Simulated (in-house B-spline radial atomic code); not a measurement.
Functionals against NIST's ionisation energies along a row: Rb to Xe

Ionisation energies as differences of self-consistent total energies from a B-spline radial code for spherical atoms: all electrons, radial basis limit, scalar-relativistic (one-electron X2C), spin-polarised at highest spin, spherical densities; exact exchange is averaged over the determinants of each configuration. No spin-orbit coupling, Breit or QED terms. NIST's values run from ground level to ground level, so in open shells the differences also hold multiplet and fine-structure energies that spherical high-spin averages miss. For p electrons of heavy elements the spin-orbit part alone reaches an electronvolt or more. Columns give computed minus NIST, in eV; a star marks a semi-empirical value. Species are left out where the tabulated value is theory, is uncertain by more than 0.12 eV, or (13 ions, such as In⁴⁺, Te⁴⁺ and Bi⁴⁺) lies off its series for all methods alike, which flatters the means a little.

```csv
species,shell,NIST (eV),PBEsol,BLYP,SCAN,PBE0,BHandHLYP,AM05
Rb,5s,4.18,+0.05,+0.10,-0.07,+0.03,-0.02,+0.04
Sr,5s,5.69,-0.03,-0.01,-0.25,-0.08,-0.13,-0.10
Zr,5s,6.63,-0.23,-0.07,-0.50,-0.33,-0.25,-0.28
Nb,5s,6.76,+0.44,+0.24,+0.65,+0.15,-0.25,+0.44
Mo,5s,7.09,+0.40,+0.18,+0.58,+0.10,-0.32,+0.41
Tc,5s,7.12,-0.28,+0.11,-0.54,-0.42,-0.12,-0.24
Ru,5s,7.36,+0.44,+0.33,+0.56,+0.12,-0.21,+0.40
Rh,5s,7.46,+0.41,+0.36,+0.49,+0.09,-0.19,+0.36
Pd,4d,8.34,+0.62,+0.58,+0.62,+0.19,-0.23,+0.60
Ag,5s,7.58,+0.38,+0.42,+0.42,+0.05,-0.15,+0.33
Cd,5s,8.99,+0.05,+0.15,-0.07,-0.23,-0.34,0.00
In,5p,5.79,-0.25,-0.32,-0.26,-0.23,-0.25,-0.30
Sn,5p,7.34,0.00,-0.23,+0.15,+0.01,-0.16,-0.05
Sb,5p,8.61,+0.38,+0.07,+0.70,+0.45,+0.23,+0.34
Te,5p,9.01,-0.35,-0.27,-0.52,-0.36,-0.27,-0.40
I,5p,10.45,+0.14,+0.02,+0.20,+0.12,+0.04,+0.10
Xe,5p,12.13,+0.25,+0.07,+0.53,+0.31,+0.21,+0.22
```

(1) How do the methods rank, and which species is hardest?

Answers

(1) Mean absolute (signed) differences: PBE0 0.19 (0.00) eV; BHandHLYP 0.20 (-0.14) eV; BLYP 0.21 (+0.10) eV; AM05 0.27 (+0.11) eV; PBEsol 0.28 (+0.14) eV; SCAN 0.42 (+0.16) eV. For Te, which loses a 5p electron, the nearest method is off by -0.27 eV, the largest such miss. The first two are tied within the accuracy of the references.
